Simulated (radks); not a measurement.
Effect of the nuclear size on neutral barium, [Xe] 6s2. All-electron calculation, Dirac Kohn-Sham, relativistic LDA (MacDonald-Vosko exchange, VWN5 correlation), spin-unpolarised, spherical densities, finite nucleus; Fermi nuclear charge, rms radius 4.8378 fm. Program: a radial shooting solver on a logarithmic mesh with Libxc functionals. The rms radius is varied about that value; shifts are against it.

| rms radius (fm) | total energy shift (eV) | density at nucleus (e/bohr^3) | 1s1/2 shift (meV) | 2s1/2 shift (meV) | 4p1/2 shift (meV) | 5s1/2 shift (meV) | 5p1/2 shift (meV) | 6p1/2 (empty) shift (meV) |
|---|---|---|---|---|---|---|---|---|
| 4.2282 | -1.96 | 3.273e+05 | -811 | -97.5 | 0.388 | -0.612 | 0.151 | 0.037 |
| 4.4653 | -1.22 | 3.238e+05 | -506 | -60.9 | 0.242 | -0.382 | 0.095 | 0.023 |
| 4.8378 | 0 | 3.189e+05 | 0.000 | 0.000 | 0.000 | 0.000 | 0.000 | 0.000 |
| 5.0458 | 0.717 | 3.163e+05 | 297 | 35.7 | -0.142 | 0.224 | -0.055 | -0.013 |
| 5.7038 | 3.14 | 3.089e+05 | 1300 | 157 | -0.622 | 0.983 | -0.243 | -0.059 |

Slopes of the eigenvalues against <r^2> in GHz/fm^2, as finite differences over the two radii next to the reference (eigenvalue slopes, not the field-shift constants of lines): 1s1/2 35200, 2s1/2 4230, 4p1/2 -16.8, 5s1/2 26.6, 5p1/2 -6.57, 6p1/2 (empty) -1.60.
